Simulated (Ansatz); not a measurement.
Wavefunction ladder for C₃H₉F₂O₃Ta (`C[O][Ta]([F])([F])([O]C)[O]C`)

```xyz
18

C     2.723    0.506   -0.075
O     1.357    0.267    0.025
Ta   -0.454    0.632   -0.357
F     0.140    2.283   -1.080
F    -2.181    1.190   -0.949
O    -1.016    0.503    1.427
C    -0.514    0.198    2.699
O    -0.674   -0.951   -1.354
C    -1.681   -1.549   -2.132
H     3.182    0.503    0.918
H     3.197   -0.274   -0.680
H     2.902    1.479   -0.545
H    -1.039   -0.673    3.099
H     0.558   -0.021    2.651
H    -0.678    1.046    3.368
H    -1.282   -1.778   -3.123
H    -2.000   -2.480   -1.658
H    -2.541   -0.881   -2.233
```

The species carries charge 0 and has multiplicity 1. Correlated methods include outer-core shells of Ta, which these sets cover unevenly. Ta takes the def2 core potential. The geometry is a stationary point of PBE0-D4/def2-TZVP. It is one conformer, not always the lowest. Frozen core, restricted reference, the Gaussian-basis code of Ansatz.

| basis | HF (Eh) | MP2 corr. | CCSD corr. | (T) | CCSD(T) total |
| --- | --- | --- | --- | --- | --- |
| def2-SVP | -598.53423 | -1.65138 | ? | -0.05005 | ? |
| def2-TZVPP | ? | ? | -2.16161 | ? | ? |
| def2-QZVPP | -599.24902 | -2.33371 | – | – | – |

Task: Fill in the withheld values. (An estimate is asked.)

Result: Computed: def2-SVP CCSD corr.: -1.68931; def2-SVP CCSD(T) total: -600.27359; def2-TZVPP HF (Eh): -599.22299; def2-TZVPP MP2 corr.: -2.14510; def2-TZVPP (T): -0.08685; def2-TZVPP CCSD(T) total: -601.47145.
